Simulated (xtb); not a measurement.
SnH2ClBr, SMILES [Br][SnH2][Cl]. All values are semi-empirical tight-binding results from xtb (GFN2-xTB unless named), good for trends rather than for accurate numbers. Geometry: GFN2-xTB.

Optimised geometry:

```xyz
5

Sn     0.5911    -0.5267     0.0000
Cl    -1.1800    -1.9812     0.0000
Br    -0.3591     1.7543     0.0000
H      1.5379    -0.6933    -1.4171
H      1.5379    -0.6933     1.4171
```
Charge 0, spin multiplicity 1.

For metal compounds this method's bond lengths and energies can be far off.

Q: Estimate the properties. (Estimate from the structure and the level; the computed values follow.)

A: 
| Property | Value |
|---|---|
| point group as xtb finds it | Cs |
| orbital gap | 3.63 eV |
| zero-point energy | 7.7 kcal/mol |
| G − E(el) at 298.15 K (modified RRHO) | -12.3 kcal/mol |

Q: Give the atomic charges and the Wiberg bond orders between heavy atoms. (The exact figures need the calculation; the answer reports its results.)

A: charges (e) Sn1 0.30, Cl2 -0.17, Br3 -0.18, H4 0.02, H5 0.02. Bond orders Sn1–Cl2 0.96, Sn1–Br3 0.93.
